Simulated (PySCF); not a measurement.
IrO4, SMILES [O]=[Ir+]1([O][O]1)=[O], charge +1, multiplicity 1.

Geometry: B3LYP-D3(BJ)/def2-SVP. The multiplicity is an assumed one; other spin states were not compared. The def2 effective core potentials stand for the cores of Ir; spin–orbit coupling is left out.

The numbers are results of PySCF with ωB97X/def2-TZVP, not measurements.

Gas-phase values at a fixed geometry.

* **total energy**: -404.75378 hartree
* **point group**: C2v
* **highest occupied level**: -18.20 eV
* **lowest empty level**: -10.32 eV
* **orbital gap**: 7.88 eV
* **dipole moment about the centre of nuclear charge**: 0.19 D
* **mean static polarisability**: 43.3 bohr³ (6.42 Å³)
* **polarisability, principal values**: 28.0, 46.2, 55.8 bohr³
